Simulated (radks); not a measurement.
Results of a calculation; reference values are marked as such.
Charge is removed step by step from the 4s1/2 level of Ag18+, starting from [Ar] 3d10 4s1. Code: a radial shooting solver on a logarithmic mesh with Libxc functionals. Model: Dirac Kohn-Sham, BLYP, spin-unpolarised, spherical densities, finite nucleus; Fermi nuclear charge, rms radius 4.5454 fm.

| removed (e) | E - E(0) (eV) | eigenvalue (eV) | E minus straight line (eV) |
|---|---|---|---|
| 0 | 0.000 | -489.29 | 0.000 |
| 0.1 | 49.070 | -492.11 | -1.297 |
| 0.2 | 98.423 | -494.94 | -2.312 |
| 0.3 | 148.06 | -497.78 | -3.043 |
| 0.4 | 197.98 | -500.62 | -3.491 |
| 0.5 | 248.18 | -503.48 | -3.653 |
| 0.6 | 298.68 | -506.36 | -3.528 |
| 0.7 | 349.46 | -509.28 | -3.114 |
| 0.8 | 400.54 | -512.29 | -2.404 |
| 0.9 | 451.92 | -515.54 | -1.382 |
| 1 | 503.67 | -519.85 | 0.000 |

Removing the whole electron costs 503.67 eV by Delta-SCF, against 489.29 eV from minus the eigenvalue at the starting occupation. Slater's transition state (half an electron removed) gives 503.48 eV. Integrating minus the eigenvalue over the occupation (Janak's theorem) gives 503.68 eV. The mean slope of the eigenvalue, de/dn, is 30.6 eV per electron. Ionisation energy of Ag18+ in the NIST Atomic Spectra Database: 500.9 eV (semi-empirical).

Beside tabulated values, note that spin-unpolarised runs miss the spin-polarisation part of the exchange energy of open shells.
